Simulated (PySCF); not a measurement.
FeO, quintet (typed; the unrestricted solution is spin-contaminated), geometry from GFN2-xTB (such geometries of metal compounds can be far from the true shape); PBE0/STO-3G (PySCF).

Here is a job for PySCF.
```python
from pyscf import gto, scf, dft

mol = gto.M(
    atom='''
Fe   -0.000000   -0.000000   -0.376712
O     0.000000    0.000000    1.224313
''',
    basis='sto-3g',
    charge=0,
    spin=4,
    verbose=4,
)

mf = dft.UKS(mol)
mf.xc = 'pbe0'
mf.kernel()
mf.analyze()
```

The log (banner, timings and long lists left out):

```
PySCF version 2.14.0

[INPUT] verbose = 4
[INPUT] num. atoms = 2
[INPUT] num. electrons = 34
[INPUT] charge = 0
[INPUT] spin (= nelec alpha-beta = 2S) = 4
[INPUT] symmetry False subgroup None
[INPUT] Mole.unit = angstrom
[INPUT] Symbol           X                Y                Z      unit          X                Y                Z       unit  Magmom
[...]
nuclear repulsion = 68.7489950946175
number of shells = 11
number of NR pGTOs = 69
number of NR cGTOs = 23
basis = sto-3g
ecp = {}

******** <class 'pyscf.dft.uks.UKS'> ********
method = UKS
initial guess = minao
damping factor = 0
level_shift factor = 0
DIIS = <class 'pyscf.scf.diis.CDIIS'>
diis_start_cycle = 1
diis_space = 8
diis_damp = 0
SCF conv_tol = 1e-09
SCF conv_tol_grad = None
SCF max_cycles = 50
direct_scf = True
direct_scf_tol = 1e-13
number electrons alpha = 19  beta = 15
XC library pyscf.dft.libxc version 7.1.2
    S. Lehtola, C. Steigemann, M. J. T. Oliveira, and M. A. L. Marques,  SoftwareX 7, 1–5 (2018)
XC functionals = pbe0
    C. Adamo and V. Barone,  J. Chem. Phys. 110, 6158 (1999)
    M. Ernzerhof and G. E. Scuseria,  J. Chem. Phys. 110, 5029 (1999)
radial grids:
    Treutler-Ahlrichs [JCP 102, 346 (1995); DOI:10.1063/1.469408] (M4) radial grids

becke partition: Becke, JCP 88, 2547 (1988); DOI:10.1063/1.454033
pruning grids: <function nwchem_prune>
grids dens level: 3
symmetrized grids: False
atomic radii adjust function: <function treutler_atomic_radii_adjust>
small_rho_cutoff = 0
Set gradient conv threshold to 3.16228e-05
tot grids = 34992
init E= -1321.26875862004

cycle= 1 E= -1318.35438966464  delta_E= 2.91  |g|= 1.65  |ddm|= 4.14

cycle= 2 E= -1306.71230775513  delta_E= 11.6  |g|=  2.1  |ddm|= 5.08

cycle= 3 E= -1322.82376207264  delta_E= -16.1  |g|= 0.792  |ddm|= 4.41
cycle= 4 E= -1320.54939973876  delta_E= 2.27  |g|= 1.83  |ddm|= 3.11
cycle= 5 E= -1320.54454327432  delta_E= 0.00486  |g|= 1.83  |ddm|= 0.0029
cycle= 6 E= -1322.75960140939  delta_E= -2.22  |g|= 1.23  |ddm|= 2.29
cycle= 7 E= -1322.81529901021  delta_E= -0.0557  |g|= 1.21  |ddm|= 0.0574
cycle= 8 E= -1323.04800894056  delta_E= -0.233  |g|= 1.08  |ddm|= 0.387
cycle= 9 E= -1323.03281409255  delta_E= 0.0152  |g|= 1.09  |ddm|= 0.0128
cycle= 10 E= -1323.20632742963  delta_E= -0.174  |g|= 0.961  |ddm|= 0.558
cycle= 11 E= -1323.47088320288  delta_E= -0.265  |g|= 0.917  |ddm|=  1.6
cycle= 12 E= -1323.85772873761  delta_E= -0.387  |g|= 0.401  |ddm|= 1.36
[...]
cycle= 19 E= -1323.97003029584  delta_E= -4.22e-07  |g|= 0.000114  |ddm|= 0.0021
cycle= 20 E= -1323.97003031915  delta_E= -2.33e-08  |g|= 2.06e-05  |ddm|= 0.000606
cycle= 21 E= -1323.97003032026  delta_E= -1.11e-09  |g|= 4.1e-06  |ddm|= 0.000131
cycle= 22 E= -1323.97003032042  delta_E= -1.57e-10  |g|= 1.52e-06  |ddm|= 6.63e-05
Extra cycle  E= -1323.97003032041  delta_E= 6.82e-12  |g|= 4.53e-06  |ddm|= 7.45e-06
converged SCF energy = -1323.97003032041  <S^2> = 6.390639  2S+1 = 5.1538875
**** SCF Summaries ****
Total Energy =                       -1323.970030320413798
Nuclear Repulsion Energy =              68.748995094617513
One-electron Energy =                -1959.170079655069003
Two-electron Energy =                  566.451054240037593
Two-electron Coulomb Energy =          630.023640028205477
DFT Exchange-Correlation Energy =      -63.572585788167828
**** MO energy ****
                             alpha | beta                alpha | beta
[...]
To work with the spin densities directly, `use mulliken_meta_spin()` only printing them here.

 ** Mulliken spin pop alpha/beta on meta-lowdin orthogonal AOs **
 ** Mulliken Spin Density (per AO)  **
spin_pop of  0 Fe 1s       -0.00000
spin_pop of  0 Fe 2s        0.00000
spin_pop of  0 Fe 3s       -0.00001
spin_pop of  0 Fe 4s       -0.10005
spin_pop of  0 Fe 2px      -0.00000
spin_pop of  0 Fe 2py      -0.00000
spin_pop of  0 Fe 2pz      -0.00000
spin_pop of  0 Fe 3px      -0.00009
spin_pop of  0 Fe 3py      -0.00009
spin_pop of  0 Fe 3pz      -0.00019
spin_pop of  0 Fe 4px       0.11291
spin_pop of  0 Fe 4py       0.11291
spin_pop of  0 Fe 4pz      -0.01877
spin_pop of  0 Fe 3dxy      1.00000
spin_pop of  0 Fe 3dyz      0.94561
spin_pop of  0 Fe 3dz^2     0.56890
spin_pop of  0 Fe 3dxz      0.94561
spin_pop of  0 Fe 3dx2-y2    1.00000
spin_pop of  1 O 1s        0.00000
spin_pop of  1 O 2s        0.00353
spin_pop of  1 O 2px      -0.05843
spin_pop of  1 O 2py      -0.05843
spin_pop of  1 O 2pz      -0.45340
 ** Mulliken Spin Density (per atom)  **
spin density of  0 Fe =      4.56674
spin density of  1 O =     -0.56674
 ** Mulliken pop alpha/beta on meta-lowdin orthogonal AOs **
 ** Mulliken pop       alpha | beta **
[...]
In total            19.00000 | 15.00000
 ** Mulliken atomic charges   ( Nelec_alpha | Nelec_beta ) **
charge of  0Fe =      0.53705  (    15.01484     10.44810 )
charge of  1O =     -0.53705  (     3.98516      4.55190 )
Dipole moment(X, Y, Z, Debye):  0.00000,  0.00000, -0.37930
```
